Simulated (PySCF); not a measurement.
Electron correlation in I (iodine, neutral)

[Kr] 4d10 5s2 5p5, 2P determinant. Computed with PySCF 2.14 in ANO-RCC-VTZP (7s6p4d2f1g, 68 functions), with scalar relativity by spin-free X2C-1e. Frozen: [Ar] 3d10; 25 electrons correlated.

MP2 pair energies summed by pair of shells (mhartree):

| pair | energy | share (%) |
| --- | --- | --- |
| 4d-4d | -317.59 | 43.4 |
| 4d-5p | -96.89 | 13.2 |
| 4p-4d | -82.66 | 11.3 |
| 5p-5p | -69.87 | 9.5 |
| 4d-5s | -48.28 | 6.6 |
| 5s-5p | -38.31 | 5.2 |
| 4p-4p | -27.30 | 3.7 |
| 4s-4d | -18.09 | 2.5 |
| 4s-4p | -8.71 | 1.2 |
| 4p-5p | -7.83 | 1.1 |
| 4p-5s | -7.09 | 1.0 |
| 5s-5s | -6.45 | 0.9 |
| 4s-4s | -2.20 | 0.3 |
| 4s-5p | -0.91 | 0.1 |
| 4s-5s | -0.44 | 0.1 |

Total MP2 correlation energy: -732.62 mhartree.

Same-spin part -261.54 and opposite-spin part -471.07 mhartree; SCS-MP2 scales them by 1/3 and 6/5 to -652.47 mhartree.
